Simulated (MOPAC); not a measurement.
Job for MOPAC: PM7 on C5H10 (SMILES CC1CCC1).

```
PM7 1SCF PRECISE CHARGE=0 THREADS=1
C5H10

C      1.84891346 1     0.08987785 1    -0.14106530 1
C      0.45329338 1    -0.07439088 1     0.42427854 1
C     -0.52460856 1    -1.06610873 1    -0.25837767 1
C     -1.66782787 1    -0.05129953 1    -0.01443867 1
C     -0.59338556 1     1.04505147 1     0.18527405 1
H      2.43975535 1    -0.82060832 1    -0.01206733 1
H      2.38356706 1     0.90641783 1     0.35099969 1
H      1.80927398 1     0.31339901 1    -1.21043651 1
H      0.50834467 1    -0.29731437 1     1.49360681 1
H     -0.62281149 1    -2.06290237 1     0.17210635 1
H     -0.29851626 1    -1.16645563 1    -1.32235849 1
H     -2.39583238 1     0.09263633 1    -0.81223152 1
H     -2.20433558 1    -0.26331355 1     0.91128434 1
H     -0.38794186 1     1.57864228 1    -0.74548655 1
H     -0.74788834 1     1.77636862 1     0.97891226 1
```

The log:

```
*******************************************************************************
 **                                                                           **
 **                              MOPAC v23.2.5                                **
 **                                                                           **
 *******************************************************************************
 ** MOPAC's Digital Object Identifier: https://doi.org/10.5281/zenodo.6511958 **
 **                                                                           **
 ** Please cite the open-source release paper for use of this MOPAC version:  **
 ** J. E. Moussa and J. J. P. Stewart (2026)                                  **
 ** MOPAC: An open-source semiempirical molecular orbital program             **
 ** J. Open Source Softw., 11(119), 8025, https://doi.org/10.21105/joss.08025 **
 *******************************************************************************

                              PM7 CALCULATION RESULTS

 *******************************************************************************
 *  PM7        - The PM7 Hamiltonian to be used
 *
 *
 *
 *                 CHARGE ON SYSTEM = 0
 *
 *
 *
 *  PRECISE    - TIGHTER CRITERIA TO BE USED
 *  1SCF       - DO 1 SCF AND THEN STOP
 *  THREADS=1  - MULTI-THREADING NOT USED
 *  T=         - A TIME OF 172800.0 SECONDS REQUESTED
 *  DUMP=N     - RESTART FILE WRITTEN EVERY 7200.0 SECONDS REQUESTED
 *******************************************************************************
PM7 1SCF PRECISE CHARGE=0 THREADS=1
 C5H10

   ATOM   CHEMICAL          X               Y               Z
  NUMBER   SYMBOL      (ANGSTROMS)     (ANGSTROMS)     (ANGSTROMS)

     1       C          1.84891346  *   0.08987785  *  -0.14106530  *
     2       C          0.45329338  *  -0.07439088  *   0.42427854  *
     3       C         -0.52460856  *  -1.06610873  *  -0.25837767  *
     4       C         -1.66782787  *  -0.05129953  *  -0.01443867  *
     5       C         -0.59338556  *   1.04505147  *   0.18527405  *
     6       H          2.43975535  *  -0.82060832  *  -0.01206733  *
     7       H          2.38356706  *   0.90641783  *   0.35099969  *
     8       H          1.80927398  *   0.31339901  *  -1.21043651  *
     9       H          0.50834467  *  -0.29731437  *   1.49360681  *
    10       H         -0.62281149  *  -2.06290237  *   0.17210635  *
    11       H         -0.29851626  *  -1.16645563  *  -1.32235849  *
    12       H         -2.39583238  *   0.09263633  *  -0.81223152  *
    13       H         -2.20433558  *  -0.26331355  *   0.91128434  *
    14       H         -0.38794186  *   1.57864228  *  -0.74548655  *
    15       H         -0.74788834  *   1.77636862  *   0.97891226  *



          CARTESIAN COORDINATES

    NO.       ATOM           X           Y           Z

     1         C          1.8489      0.0899     -0.1411
     2         C          0.4533     -0.0744      0.4243
     3         C         -0.5246     -1.0661     -0.2584
     4         C         -1.6678     -0.0513     -0.0144
     5         C         -0.5934      1.0451      0.1853
     6         H          2.4398     -0.8206     -0.0121
     7         H          2.3836      0.9064      0.3510
     8         H          1.8093      0.3134     -1.2104
     9         H          0.5083     -0.2973      1.4936
    10         H         -0.6228     -2.0629      0.1721
    11         H         -0.2985     -1.1665     -1.3224
    12         H         -2.3958      0.0926     -0.8122
    13         H         -2.2043     -0.2633      0.9113
    14         H         -0.3879      1.5786     -0.7455
    15         H         -0.7479      1.7764      0.9789

 General Reference for PM7:
 "Optimization of Parameters for Semiempirical Methods VI: More Modifications to the
 NDDO Approximations and Re-optimization of Parameters", J. J. P. Stewart, J. Mol. Mod., 1:32, 19 (2013)
 https://link.springer.com/article/10.1007/s00894-012-1667-x

           Empirical Formula: C5 H10  =    15 atoms



      MOLECULAR POINT GROUP   :   Cs


      RHF CALCULATION, NO. OF DOUBLY OCCUPIED LEVELS = 15


 -------------------------------------------------------------------------------
 PM7 1SCF PRECISE CHARGE=0 THREADS=1
 C5H10



     1SCF WAS SPECIFIED, SO BFGS WAS NOT USED
     SCF FIELD WAS ACHIEVED


                              PM7 CALCULATION
                                                       MOPAC v23.2.5 Linux




          FINAL HEAT OF FORMATION =         -4.03631 KCAL/MOL =     -16.88792 KJ/MOL


          COSMO AREA              =        122.47 SQUARE ANGSTROMS
          COSMO VOLUME            =        110.95 CUBIC ANGSTROMS

          IONIZATION POTENTIAL    =         10.936566 EV
          HOMO LUMO ENERGIES (EV) =        -10.937  3.636
          NO. OF FILLED LEVELS    =         15
          MOLECULAR WEIGHT        =         70.1340         POINT GROUP:  Cs

          MOLECULAR DIMENSIONS (Angstroms)

            Atom       Atom       Distance
            H    12    H     7     4.98578
            H    15    H    10     3.86310
            H     9    H     8     2.97459


          SCF CALCULATIONS        =          1





   ATOM   CHEMICAL          X               Y               Z
  NUMBER   SYMBOL      (ANGSTROMS)     (ANGSTROMS)     (ANGSTROMS)

     1       C          1.84891346  *   0.08987785  *  -0.14106530  *
     2       C          0.45329338  *  -0.07439088  *   0.42427854  *
     3       C         -0.52460856  *  -1.06610873  *  -0.25837767  *
     4       C         -1.66782787  *  -0.05129953  *  -0.01443867  *
     5       C         -0.59338556  *   1.04505147  *   0.18527405  *
     6       H          2.43975535  *  -0.82060832  *  -0.01206733  *
     7       H          2.38356706  *   0.90641783  *   0.35099969  *
     8       H          1.80927398  *   0.31339901  *  -1.21043651  *
     9       H          0.50834467  *  -0.29731437  *   1.49360681  *
    10       H         -0.62281149  *  -2.06290237  *   0.17210635  *
    11       H         -0.29851626  *  -1.16645563  *  -1.32235849  *
    12       H         -2.39583238  *   0.09263633  *  -0.81223152  *
    13       H         -2.20433558  *  -0.26331355  *   0.91128434  *
    14       H         -0.38794186  *   1.57864228  *  -0.74548655  *
    15       H         -0.74788834  *   1.77636862  *   0.97891226  *

                             CARTESIAN COORDINATES

   1    C        1.848913460     0.089877850    -0.141065300
   2    C        0.453293380    -0.074390880     0.424278540
   3    C       -0.524608560    -1.066108730    -0.258377670
   4    C       -1.667827870    -0.051299530    -0.014438670
   5    C       -0.593385560     1.045051470     0.185274050
   6    H        2.439755350    -0.820608320    -0.012067330
   7    H        2.383567060     0.906417830     0.350999690
   8    H        1.809273980     0.313399010    -1.210436510
   9    H        0.508344670    -0.297314370     1.493606810
  10    H       -0.622811490    -2.062902370     0.172106350
  11    H       -0.298516260    -1.166455630    -1.322358490
  12    H       -2.395832380     0.092636330    -0.812231520
  13    H       -2.204335580    -0.263313550     0.911284340
  14    H       -0.387941860     1.578642280    -0.745486550
  15    H       -0.747888340     1.776368620     0.978912260


           Empirical Formula: C5 H10  =    15 atoms



      MOLECULAR POINT GROUP   :   Cs


                  EIGENVALUES
 -30.69090 -25.60946 -22.68585 -21.03444 -18.75914 -16.52512 -15.49312 -14.48675
 -14.09413 -13.19201 -12.51764 -12.30414 -11.28359 -11.06397 -10.93657   3.63635
   3.80498   3.82960   4.51158   5.23074   5.71441   5.88652   5.92469   6.01319
   6.19651   6.50635   6.60662   6.70087   6.71374   7.05450


              NET ATOMIC CHARGES AND DIPOLE CONTRIBUTIONS

  ATOM NO.   TYPE          CHARGE      No. of ELECS.   s-Pop       p-Pop
    1          C          -0.452139        4.4521     1.05095     3.40119
    2          C          -0.087818        4.0878     1.05958     3.02824
    3          C          -0.292691        4.2927     1.06803     3.22466
    4          C          -0.275348        4.2753     1.06310     3.21225
    5          C          -0.292691        4.2927     1.06803     3.22466
    6          H           0.147141        0.8529     0.85286
    7          H           0.147141        0.8529     0.85286
    8          H           0.146371        0.8536     0.85363
    9          H           0.131030        0.8690     0.86897
   10          H           0.136667        0.8633     0.86333
   11          H           0.140488        0.8595     0.85951
   12          H           0.137221        0.8628     0.86278
   13          H           0.137473        0.8625     0.86253
   14          H           0.140488        0.8595     0.85951
   15          H           0.136667        0.8633     0.86333
 DIPOLE           X         Y         Z       TOTAL
 POINT-CHG.     0.174     0.005     0.004     0.174
 HYBRID         0.020     0.020    -0.094     0.098
 SUM            0.195     0.025    -0.089     0.216


          ATOMIC ORBITAL ELECTRON POPULATIONS

     Atom    s        px        py        pz
    1  C   1.05095   1.06632   1.17269   1.16219
    2  C   1.05958   0.93887   1.00141   1.08796
    3  C   1.06803   1.03033   1.05525   1.13908
    4  C   1.06310   1.02831   1.03055   1.15339
    5  C   1.06803   1.03183   1.03583   1.15700
    6  H   0.85286
    7  H   0.85286
    8  H   0.85363
    9  H   0.86897
   10  H   0.86333
   11  H   0.85951
   12  H   0.86278
   13  H   0.86253
   14  H   0.85951
   15  H   0.86333

 **********************
 *                    *
 * JOB ENDED NORMALLY *
 *                    *
 **********************




 == MOPAC DONE ==
```

The run finished.

Cost: roughly 0.020 core-seconds.
